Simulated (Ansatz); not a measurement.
## Errors in the atomisation enthalpy at 298 K

8 molecules holding an element past argon; the atomisation enthalpy at 298 K in kJ/mol, computed less measured. Shapes, held fixed at every level: PBE0-D4/def2-TZVP. Thermal terms are harmonic and unscaled (PBE0-D4/def2-TZVP); the spin-orbit lowering of the free atoms is taken from their spectra. Programs: Ansatz 0.2.0. Measured values: Active Thermochemical Tables, CRC Handbook of Chemistry and Physics, NIST-JANAF tables.

Levels: A = BHLYP-D4/def2-TZVPP; B = PBE0-D4/def2-TZVPP; C = CCSD(T)/def2-TZVPP.

| molecule | from tabulated heats | A | B | C |
| --- | --- | --- | --- | --- |
| H2Se (hydrogen selenide) | 633 | -6 | +1 | +3 |
| H2Te (SMILES [TeH2]) | 533 | +1 | +5 | +9 |
| AsBr3 (arsenous tribromide) | 768 | -66 | +10 | -66 |
| BI3 (boron triiodide) | 819 | -17 | +71 | +9 |
| BiCl3 (bismuth trichloride) | 837 | +23 | +93 | +13 |
| CBr2F2 (dibromodifluoromethane) | 1484 | -147 | +18 | -65 |
| CH3Br (bromomethane) | 1519 | -43 | +1 | -35 |
| CHBrCl2 (bromodichloromethane) | 1341 | -99 | +20 | -60 |

Question: Which level does best on this set, which worst, and which err to one side?

Answer: 
```csv
level,kind,mean error,mean absolute error,worst case
BHLYP-D4/def2-TZVPP,global hybrid,-44.2,50.2,CBr2F2
PBE0-D4/def2-TZVPP,global hybrid,+27.4,27.4,BiCl3
CCSD(T)/def2-TZVPP,coupled cluster or CI,-24.0,32.5,AsBr3
```

On this set PBE0-D4/def2-TZVPP has the smallest mean absolute error and BHLYP-D4/def2-TZVPP the largest. BHLYP-D4/def2-TZVPP is too low in 6 of 8; PBE0-D4/def2-TZVPP is too high in 8 of 8; CCSD(T)/def2-TZVPP is too low in 4 of 8. The heats of H2Se (hydrogen selenide), H2Te (hydrogen telluride), AsBr3 (arsenous tribromide), BiCl3 (bismuth trichloride) come from older tables and can be uncertain by 10 kJ/mol or more. The molecules' own spin-orbit lowering is left out, so errors for iodides read a little too negative. Heats of the atoms come from ATcT where it has them, that of boron, 570 kJ/mol, from recent work. With so many references in doubt the order of the levels isn't settled. The tabulated value of BI3 is in doubt (older tables, estimates, or at odds with other calculations) and kept here. Over the 7 molecules whose values aren't doubted the mean absolute errors are A 55.0; B 21.1; C 35.9. Correlated wave functions converge slowly with the basis. For atoms past krypton def2 sets carry core potentials with scalar relativity. Relativity is left out for As, Br, Se. Outer-core shells of As, Bi, Br, I, Se, Te are correlated, in sets that cover them unevenly. The set is small.
